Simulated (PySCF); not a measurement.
Al(H)(OMe)(SeH) (CH5AlOSe), SMILES C[O][AlH][SeH]. Atoms are numbered in the order given.

```xyz
9

Al     1.0594     0.5420     0.0000
H      2.6436     0.4912     0.0000
O      0.3235     2.0848     0.0000
C     -0.9658     2.6344     0.0000
H     -1.7735     1.8646     0.0000
H     -1.1159     3.2770     0.8966
H     -1.1159     3.2770    -0.8966
Se    -0.2976    -1.3595     0.0000
H      0.9156    -2.2176     0.0000
```

The structure is a stationary point at PBE-D3(BJ)/def2-SVP. Other conformers were not sampled.

Method: PBE/def2-TZVP (PySCF).

Gas-phase values at a fixed geometry.

```
Property                                                                                                        Value
---------------------------------------------------------------------------------------------  ----------------------
total energy                                                                                      -2759.81653 hartree
point group                                                                                                        Cs
highest occupied level                                                                                       -6.17 eV
lowest empty level                                                                                           -1.48 eV
orbital gap                                                                                                   4.68 eV
dipole moment                                                                                               0.051 e·Å
quadrupole, principal values (traceless, Buckingham form, about the centre of nuclear charge)   -7.28, 0.70, 6.59 D·Å
mean static polarisability                                                                      73.0 bohr³ (10.81 Å³)
polarisability, principal values                                                               57.7, 73.8, 87.4 bohr³
```
